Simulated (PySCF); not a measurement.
SbF4, SMILES [F][Sb]([F])([F])[F], multiplicity 2. Geometry optimised at B3LYP-D3(BJ)/def2-SVP. The multiplicity is an assumed one; other spin states were not compared. The isomer is the one that the SMILES or the coordinates give; other isomers of the formula were not compared. The def2 effective core potentials stand for the cores of Sb; spin–orbit coupling is left out.

Q: Give the equilibrium geometry at B3LYP-D3(BJ)/def2-SVP (PySCF confirms it by a frequency run) as Cartesian coordinates in Å, and its point group. (An estimate is asked for; the answer gives what the named calculation found.)

A: point group C2v.
```xyz
5

Sb     0.0000     0.0000    -0.1872
F      1.4516     0.0000     1.0557
F      0.0000    -1.9426    -0.5252
F     -1.4516     0.0000     1.0557
F      0.0000     1.9426    -0.5252
```
Charge 0, spin multiplicity 2.
